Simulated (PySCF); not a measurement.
AlF$_{2}$H (calculated)

Calculation on a computer-drawn molecule: vertical ionisation energy to the stated ion spin, frozen-core CCSD(T) at the basis limit and cheaper methods, single-reference cases, UHF for radicals, no spin-orbit; all values are single points at the evaluated structure, the first of each entry, which is the reference or a displaced copy of it and isn't optimised; the reference structure only sets the zero of the energies above reference; triples share is (T) over the correlation energy. Program: PySCF 2.14.0.

Common to all runs: charge 0; multiplicity 1; ion multiplicity 2; diffuse functions no; basis cc-pV(n+d)Z; reference is the Hartree-Fock double-zeta minimum; best is HF at quadruple zeta + MP2 correlation extrapolated from triple and quadruple zeta + CCSD(T) minus MP2 at triple zeta; basis step is the size of the change from the same recipe one zeta lower.

```json
{"entry": 1, "formula": "AlF2H", "evaluated_structure": {"atoms_angstrom": [["F", 0.4992, 0.5462, -0.3881], ["Al", -1.0431, 0.7243, 0.1674], ["F", -1.8751, 1.9971, -0.4055], ["H", -1.7405, -0.4325, 1.2357]]}, "reference_structure": {"atoms_angstrom": [["F", 0.5065, 0.5594, -0.3766], ["Al", -1.0412, 0.7108, 0.1509], ["F", -1.8987, 1.9957, -0.4063], ["H", -1.6657, -0.3144, 1.1322]]}, "given": {"drawn_bonds_atom": [1, 2, 2], "drawn_bonds_other_atom": [2, 3, 4], "drawn_bonds_order": [1, 1, 1]}, "results": {"ionisation_energy_best [eV]": 12.77, "ionisation_energy_basis_step [eV]": 0.02577, "energy_above_reference_best [kcal/mol]": 4.053, "energy_above_reference_basis_step [kcal/mol]": 0.1824, "triple_zeta_method": ["HF", "PBE", "r2SCAN", "B3LYP", "wB97X", "MP2", "CCSD", "CCSD(T)"], "triple_zeta_ionisation_energy [eV]": [11.88, 12.19, 12.32, 12.61, 12.76, 12.44, 12.69, 12.65], "triple_zeta_energy_above_reference [kcal/mol]": [4.418, 3.349, 3.919, 4.164, 4.209, 4.44, 4.108, 4.048], "ionisation_energy_Koopmans_at_triple_zeta [eV]": 13.02, "ionisation_energy_EOM_CCSD_at_triple_zeta [eV]": 12.79, "total_energy_HF_triple_zeta [hartree]": -441.6138, "total_energy_CCSD(T)_triple_zeta [hartree]": -442.2212, "total_energy_best [hartree]": -442.3382, "T1_diagnostic_at_triple_zeta": 0.01288, "D1_diagnostic_at_triple_zeta": 0.03301, "ion_T1_diagnostic_at_triple_zeta": 0.02215, "ion_D1_diagnostic_at_triple_zeta": 0.1004, "ion_spin_squared_at_triple_zeta": 0.7515, "triples_share_at_triple_zeta": 0.02648, "basis_functions_triple_zeta": 113, "dipole_magnitude_HF_at_triple_zeta [debye]": 1.356, "dipole_magnitude_CCSD_unrelaxed_at_triple_zeta [debye]": 1.215, "dipole_magnitude_PBE_at_triple_zeta [debye]": 1.178, "dipole_magnitude_r2SCAN_at_triple_zeta [debye]": 1.172, "dipole_magnitude_B3LYP_at_triple_zeta [debye]": 1.254, "dipole_magnitude_wB97X_at_triple_zeta [debye]": 1.229}}
{"entry": 2, "formula": "AlF2H", "evaluated_structure": {"atoms_angstrom": [["F", 0.4992, 0.5462, -0.3881], ["Al", -1.0431, 0.7243, 0.1674], ["F", -1.8751, 1.9971, -0.4055], ["H", -1.7498, -0.4479, 1.2499]]}, "reference_structure": {"atoms_angstrom": [["F", 0.5065, 0.5594, -0.3766], ["Al", -1.0412, 0.7108, 0.1509], ["F", -1.8987, 1.9957, -0.4063], ["H", -1.6657, -0.3144, 1.1322]]}, "given": {"drawn_bonds_atom": [1, 2, 2], "drawn_bonds_other_atom": [2, 3, 4], "drawn_bonds_order": [1, 1, 1]}, "results": {"ionisation_energy_best [eV]": 12.7, "ionisation_energy_basis_step [eV]": 0.026, "energy_above_reference_best [kcal/mol]": 5.058, "energy_above_reference_basis_step [kcal/mol]": 0.1904, "triple_zeta_method": ["HF", "PBE", "r2SCAN", "B3LYP", "wB97X", "MP2", "CCSD", "CCSD(T)"], "triple_zeta_ionisation_energy [eV]": [11.8, 12.14, 12.26, 12.54, 12.68, 12.36, 12.61, 12.57], "triple_zeta_energy_above_reference [kcal/mol]": [5.525, 4.233, 4.902, 5.17, 5.239, 5.501, 5.119, 5.045], "ionisation_energy_Koopmans_at_triple_zeta [eV]": 12.92, "ionisation_energy_EOM_CCSD_at_triple_zeta [eV]": 12.71, "total_energy_HF_triple_zeta [hartree]": -441.6120, "total_energy_CCSD(T)_triple_zeta [hartree]": -442.2196, "total_energy_best [hartree]": -442.3366, "T1_diagnostic_at_triple_zeta": 0.01292, "D1_diagnostic_at_triple_zeta": 0.03302, "ion_T1_diagnostic_at_triple_zeta": 0.02171, "ion_D1_diagnostic_at_triple_zeta": 0.09692, "ion_spin_squared_at_triple_zeta": 0.7514, "triples_share_at_triple_zeta": 0.02651, "basis_functions_triple_zeta": 113, "dipole_magnitude_HF_at_triple_zeta [debye]": 1.323, "dipole_magnitude_CCSD_unrelaxed_at_triple_zeta [debye]": 1.187, "dipole_magnitude_PBE_at_triple_zeta [debye]": 1.153, "dipole_magnitude_r2SCAN_at_triple_zeta [debye]": 1.144, "dipole_magnitude_B3LYP_at_triple_zeta [debye]": 1.227, "dipole_magnitude_wB97X_at_triple_zeta [debye]": 1.199}}
{"entry": 3, "formula": "AlF2H", "evaluated_structure": {"atoms_angstrom": [["F", 0.4992, 0.5462, -0.3881], ["Al", -1.0431, 0.7243, 0.1674], ["F", -1.8751, 1.9971, -0.4055], ["H", -1.8753, -0.6561, 1.4422]]}, "reference_structure": {"atoms_angstrom": [["F", 0.5065, 0.5594, -0.3766], ["Al", -1.0412, 0.7108, 0.1509], ["F", -1.8987, 1.9957, -0.4063], ["H", -1.6657, -0.3144, 1.1322]]}, "given": {"drawn_bonds_atom": [1, 2, 2], "drawn_bonds_other_atom": [2, 3, 4], "drawn_bonds_order": [1, 1, 1]}, "results": {"ionisation_energy_best [eV]": 11.73, "ionisation_energy_basis_step [eV]": 0.02186, "energy_above_reference_best [kcal/mol]": 23.76, "energy_above_reference_basis_step [kcal/mol]": 0.1374, "triple_zeta_method": ["HF", "PBE", "r2SCAN", "B3LYP", "wB97X", "MP2", "CCSD", "CCSD(T)"], "triple_zeta_ionisation_energy [eV]": [10.69, 11.36, 11.41, 11.66, 11.67, 11.32, 11.63, 11.6], "triple_zeta_energy_above_reference [kcal/mol]": [26.37, 21.37, 23.43, 23.88, 24.67, 25.33, 23.93, 23.61], "ionisation_energy_Koopmans_at_triple_zeta [eV]": 11.78, "ionisation_energy_EOM_CCSD_at_triple_zeta [eV]": 11.75, "total_energy_HF_triple_zeta [hartree]": -441.5788, "total_energy_CCSD(T)_triple_zeta [hartree]": -442.1900, "total_energy_best [hartree]": -442.3068, "T1_diagnostic_at_triple_zeta": 0.01372, "D1_diagnostic_at_triple_zeta": 0.03321, "ion_T1_diagnostic_at_triple_zeta": 0.01834, "ion_D1_diagnostic_at_triple_zeta": 0.06748, "ion_spin_squared_at_triple_zeta": 0.7505, "triples_share_at_triple_zeta": 0.02698, "basis_functions_triple_zeta": 113, "dipole_magnitude_HF_at_triple_zeta [debye]": 0.872, "dipole_magnitude_CCSD_unrelaxed_at_triple_zeta [debye]": 0.8434, "dipole_magnitude_PBE_at_triple_zeta [debye]": 0.808, "dipole_magnitude_r2SCAN_at_triple_zeta [debye]": 0.7624, "dipole_magnitude_B3LYP_at_triple_zeta [debye]": 0.8618, "dipole_magnitude_wB97X_at_triple_zeta [debye]": 0.7836}}
{"entry": 4, "formula": "AlF2H", "evaluated_structure": {"atoms_angstrom": [["F", 0.5028, 0.6291, -0.4106], ["Al", -0.9359, 0.743, 0.1394], ["F", -1.8928, 1.9535, -0.2923], ["H", -1.7185, -0.3163, 1.1493]]}, "reference_structure": {"atoms_angstrom": [["F", 0.5065, 0.5594, -0.3766], ["Al", -1.0412, 0.7108, 0.1509], ["F", -1.8987, 1.9957, -0.4063], ["H", -1.6657, -0.3144, 1.1322]]}, "given": {"drawn_bonds_atom": [1, 2, 2], "drawn_bonds_other_atom": [2, 3, 4], "drawn_bonds_order": [1, 1, 1]}, "results": {"ionisation_energy_best [eV]": 12.65, "ionisation_energy_basis_step [eV]": 0.01105, "energy_above_reference_best [kcal/mol]": 7.12, "energy_above_reference_basis_step [kcal/mol]": 0.417, "triple_zeta_method": ["HF", "PBE", "r2SCAN", "B3LYP", "wB97X", "MP2", "CCSD", "CCSD(T)"], "triple_zeta_ionisation_energy [eV]": [11.74, 12.13, 12.23, 12.52, 12.65, 12.34, 12.57, 12.53], "triple_zeta_energy_above_reference [kcal/mol]": [5.099, 7.67, 6.685, 7.124, 6.957, 7.588, 6.718, 6.981], "ionisation_energy_Koopmans_at_triple_zeta [eV]": 12.89, "ionisation_energy_EOM_CCSD_at_triple_zeta [eV]": 12.65, "total_energy_HF_triple_zeta [hartree]": -441.6127, "total_energy_CCSD(T)_triple_zeta [hartree]": -442.2165, "total_energy_best [hartree]": -442.3333, "T1_diagnostic_at_triple_zeta": 0.01215, "D1_diagnostic_at_triple_zeta": 0.03093, "ion_T1_diagnostic_at_triple_zeta": 0.02092, "ion_D1_diagnostic_at_triple_zeta": 0.09632, "ion_spin_squared_at_triple_zeta": 0.7514, "triples_share_at_triple_zeta": 0.02578, "basis_functions_triple_zeta": 113, "dipole_magnitude_HF_at_triple_zeta [debye]": 0.9821, "dipole_magnitude_CCSD_unrelaxed_at_triple_zeta [debye]": 0.8834, "dipole_magnitude_PBE_at_triple_zeta [debye]": 0.8551, "dipole_magnitude_r2SCAN_at_triple_zeta [debye]": 0.8542, "dipole_magnitude_B3LYP_at_triple_zeta [debye]": 0.9111, "dipole_magnitude_wB97X_at_triple_zeta [debye]": 0.8939}}
{"entry": 5, "formula": "AlF2H", "evaluated_structure": {"atoms_angstrom": [["F", 0.5317, 0.5513, -0.3795], ["Al", -1.0114, 0.6488, 0.218], ["F", -1.9158, 1.9594, -0.3687], ["H", -1.9178, -0.7317, 1.6002]]}, "reference_structure": {"atoms_angstrom": [["F", 0.5065, 0.5594, -0.3766], ["Al", -1.0412, 0.7108, 0.1509], ["F", -1.8987, 1.9957, -0.4063], ["H", -1.6657, -0.3144, 1.1322]]}, "given": {"drawn_bonds_atom": [1, 2, 2], "drawn_bonds_other_atom": [2, 3, 4], "drawn_bonds_order": [1, 1, 1]}, "results": {"ionisation_energy_best [eV]": 11.6, "ionisation_energy_basis_step [eV]": 0.02575, "energy_above_reference_best [kcal/mol]": 31.89, "energy_above_reference_basis_step [kcal/mol]": 0.2087, "triple_zeta_method": ["HF", "PBE", "r2SCAN", "B3LYP", "wB97X", "MP2", "CCSD", "CCSD(T)"], "triple_zeta_ionisation_energy [eV]": [10.53, 11.21, 11.26, 11.51, 11.5, 11.15, 11.49, 11.47], "triple_zeta_energy_above_reference [kcal/mol]": [37.05, 28.29, 31.71, 32.03, 33.4, 33.9, 32.37, 31.72], "ionisation_energy_Koopmans_at_triple_zeta [eV]": 11.61, "ionisation_energy_EOM_CCSD_at_triple_zeta [eV]": 11.63, "total_energy_HF_triple_zeta [hartree]": -441.5618, "total_energy_CCSD(T)_triple_zeta [hartree]": -442.1771, "total_energy_best [hartree]": -442.2938, "T1_diagnostic_at_triple_zeta": 0.01459, "D1_diagnostic_at_triple_zeta": 0.03466, "ion_T1_diagnostic_at_triple_zeta": 0.01908, "ion_D1_diagnostic_at_triple_zeta": 0.06823, "ion_spin_squared_at_triple_zeta": 0.7505, "triples_share_at_triple_zeta": 0.02765, "basis_functions_triple_zeta": 113, "dipole_magnitude_HF_at_triple_zeta [debye]": 1.145, "dipole_magnitude_CCSD_unrelaxed_at_triple_zeta [debye]": 1.126, "dipole_magnitude_PBE_at_triple_zeta [debye]": 1.041, "dipole_magnitude_r2SCAN_at_triple_zeta [debye]": 1.002, "dipole_magnitude_B3LYP_at_triple_zeta [debye]": 1.112, "dipole_magnitude_wB97X_at_triple_zeta [debye]": 1.023}}
{"entry": 6, "formula": "AlF2H", "evaluated_structure": {"atoms_angstrom": [["F", 0.5088, 0.5443, -0.3752], ["Al", -1.0735, 0.7147, 0.1599], ["F", -1.8927, 1.9962, -0.395], ["H", -1.6403, -0.2975, 1.1326]]}, "reference_structure": {"atoms_angstrom": [["F", 0.5065, 0.5594, -0.3766], ["Al", -1.0412, 0.7108, 0.1509], ["F", -1.8987, 1.9957, -0.4063], ["H", -1.6657, -0.3144, 1.1322]]}, "given": {"drawn_bonds_atom": [1, 2, 2], "drawn_bonds_other_atom": [2, 3, 4], "drawn_bonds_order": [1, 1, 1]}, "results": {"ionisation_energy_best [eV]": 13.5, "ionisation_energy_basis_step [eV]": 0.02655, "energy_above_reference_best [kcal/mol]": 1.001, "energy_above_reference_basis_step [kcal/mol]": 0.09986, "triple_zeta_method": ["HF", "PBE", "r2SCAN", "B3LYP", "wB97X", "MP2", "CCSD", "CCSD(T)"], "triple_zeta_ionisation_energy [eV]": [12.72, 12.61, 12.82, 13.12, 13.4, 13.23, 13.44, 13.37], "triple_zeta_energy_above_reference [kcal/mol]": [1.123, 1.002, 1.011, 0.9207, 0.948, 0.9075, 1.004, 0.9895], "ionisation_energy_Koopmans_at_triple_zeta [eV]": 13.9, "ionisation_energy_EOM_CCSD_at_triple_zeta [eV]": 13.5, "total_energy_HF_triple_zeta [hartree]": -441.6190, "total_energy_CCSD(T)_triple_zeta [hartree]": -442.2261, "total_energy_best [hartree]": -442.3430, "T1_diagnostic_at_triple_zeta": 0.0128, "D1_diagnostic_at_triple_zeta": 0.03338, "ion_T1_diagnostic_at_triple_zeta": 0.02955, "ion_D1_diagnostic_at_triple_zeta": 0.1522, "ion_spin_squared_at_triple_zeta": 0.7534, "triples_share_at_triple_zeta": 0.02638, "basis_functions_triple_zeta": 113, "dipole_magnitude_HF_at_triple_zeta [debye]": 1.702, "dipole_magnitude_CCSD_unrelaxed_at_triple_zeta [debye]": 1.523, "dipole_magnitude_PBE_at_triple_zeta [debye]": 1.455, "dipole_magnitude_r2SCAN_at_triple_zeta [debye]": 1.475, "dipole_magnitude_B3LYP_at_triple_zeta [debye]": 1.548, "dipole_magnitude_wB97X_at_triple_zeta [debye]": 1.544}}
{"entry": 7, "formula": "AlF2H", "evaluated_structure": {"atoms_angstrom": [["F", 0.5088, 0.5443, -0.3752], ["Al", -0.9463, 0.701, 0.1169], ["F", -1.7655, 1.9825, -0.438], ["H", -1.5131, -0.3112, 1.0896]]}, "reference_structure": {"atoms_angstrom": [["F", 0.5065, 0.5594, -0.3766], ["Al", -1.0412, 0.7108, 0.1509], ["F", -1.8987, 1.9957, -0.4063], ["H", -1.6657, -0.3144, 1.1322]]}, "given": {"drawn_bonds_atom": [1, 2, 2], "drawn_bonds_other_atom": [2, 3, 4], "drawn_bonds_order": [1, 1, 1]}, "results": {"ionisation_energy_best [eV]": 13.33, "ionisation_energy_basis_step [eV]": 0.008352, "energy_above_reference_best [kcal/mol]": 4.868, "energy_above_reference_basis_step [kcal/mol]": 0.2605, "triple_zeta_method": ["HF", "PBE", "r2SCAN", "B3LYP", "wB97X", "MP2", "CCSD", "CCSD(T)"], "triple_zeta_ionisation_energy [eV]": [12.49, 12.59, 12.77, 13.06, 13.28, 13.05, 13.26, 13.21], "triple_zeta_energy_above_reference [kcal/mol]": [2.645, 6.005, 4.547, 4.764, 4.594, 5.073, 4.453, 4.767], "ionisation_energy_Koopmans_at_triple_zeta [eV]": 13.68, "ionisation_energy_EOM_CCSD_at_triple_zeta [eV]": 13.33, "total_energy_HF_triple_zeta [hartree]": -441.6166, "total_energy_CCSD(T)_triple_zeta [hartree]": -442.2200, "total_energy_best [hartree]": -442.3369, "T1_diagnostic_at_triple_zeta": 0.01202, "D1_diagnostic_at_triple_zeta": 0.0311, "ion_T1_diagnostic_at_triple_zeta": 0.02478, "ion_D1_diagnostic_at_triple_zeta": 0.1233, "ion_spin_squared_at_triple_zeta": 0.7521, "triples_share_at_triple_zeta": 0.02567, "basis_functions_triple_zeta": 113, "dipole_magnitude_HF_at_triple_zeta [debye]": 1.336, "dipole_magnitude_CCSD_unrelaxed_at_triple_zeta [debye]": 1.195, "dipole_magnitude_PBE_at_triple_zeta [debye]": 1.151, "dipole_magnitude_r2SCAN_at_triple_zeta [debye]": 1.157, "dipole_magnitude_B3LYP_at_triple_zeta [debye]": 1.226, "dipole_magnitude_wB97X_at_triple_zeta [debye]": 1.214}}
{"entry": 8, "formula": "AlF2H", "evaluated_structure": {"atoms_angstrom": [["F", 0.5088, 0.5443, -0.3752], ["Al", -1.1847, 0.7267, 0.1975], ["F", -2.0039, 2.0082, -0.3574], ["H", -1.7515, -0.2855, 1.1702]]}, "reference_structure": {"atoms_angstrom": [["F", 0.5065, 0.5594, -0.3766], ["Al", -1.0412, 0.7108, 0.1509], ["F", -1.8987, 1.9957, -0.4063], ["H", -1.6657, -0.3144, 1.1322]]}, "given": {"drawn_bonds_atom": [1, 2, 2], "drawn_bonds_other_atom": [2, 3, 4], "drawn_bonds_order": [1, 1, 1]}, "results": {"ionisation_energy_best [eV]": 13.6, "ionisation_energy_basis_step [eV]": 0.0553, "energy_above_reference_best [kcal/mol]": 6.881, "energy_above_reference_basis_step [kcal/mol]": 0.4931, "triple_zeta_method": ["HF", "PBE", "r2SCAN", "B3LYP", "wB97X", "MP2", "CCSD", "CCSD(T)"], "triple_zeta_ionisation_energy [eV]": [12.9, 12.57, 12.79, 13.09, 13.42, 13.36, 13.55, 13.46], "triple_zeta_energy_above_reference [kcal/mol]": [8.744, 5.695, 6.913, 6.577, 6.814, 6.538, 7.188, 6.892], "ionisation_energy_Koopmans_at_triple_zeta [eV]": 14.08, "ionisation_energy_EOM_CCSD_at_triple_zeta [eV]": 13.58, "total_energy_HF_triple_zeta [hartree]": -441.6069, "total_energy_CCSD(T)_triple_zeta [hartree]": -442.2166, "total_energy_best [hartree]": -442.3337, "T1_diagnostic_at_triple_zeta": 0.01356, "D1_diagnostic_at_triple_zeta": 0.03535, "ion_T1_diagnostic_at_triple_zeta": 0.03844, "ion_D1_diagnostic_at_triple_zeta": 0.2073, "ion_spin_squared_at_triple_zeta": 0.7584, "triples_share_at_triple_zeta": 0.02699, "basis_functions_triple_zeta": 113, "dipole_magnitude_HF_at_triple_zeta [debye]": 2.133, "dipole_magnitude_CCSD_unrelaxed_at_triple_zeta [debye]": 1.909, "dipole_magnitude_PBE_at_triple_zeta [debye]": 1.811, "dipole_magnitude_r2SCAN_at_triple_zeta [debye]": 1.85, "dipole_magnitude_B3LYP_at_triple_zeta [debye]": 1.926, "dipole_magnitude_wB97X_at_triple_zeta [debye]": 1.934}}
```
